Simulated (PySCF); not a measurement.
FH2NO2W, SMILES [NH2][W](=[O])(=[O])[F], multiplicity 1.

Geometry optimised at PBE0-D3(BJ)/def2-SVP. The multiplicity is an assumed one; no other spin state was optimised. The structure was generated by enumeration; whether it is a known compound was not checked. The def2 effective core potentials stand for the cores of W; spin–orbit coupling is left out. Other conformers were not sampled.

Two levels are set side by side: TDA-PBE/def2-SVPD (PySCF) and TDA-ωB97X/def2-SVPD (PySCF). Vertical, same geometry. The lowest singlet is HOMO−1→LUMO 89 % with PBE and HOMO−1→LUMO 97 % with the other functional; states are paired by order. Differences are taken from unrounded values.

```tsv
quantity	TDA-ωB97X	TDA-PBE	TDA-PBE minus TDA-ωB97X
lowest singlet excitation (eV)	5.40	4.98	-0.42
lowest triplet excitation (TDA) (eV)	5.03	4.62	-0.41
first bright state (f over 0.05) (eV)	6.32	5.80	-0.52
its oscillator strength	0.08	0.06	-0.02
```

A lower first singlet is the usual sign of a functional without exact exchange. Differences between two approximate levels are no errors against the true value.

Rough cost on one machine, each run with all the roots and properties that it gave: TDA-ωB97X against TDA-PBE about 4 times.
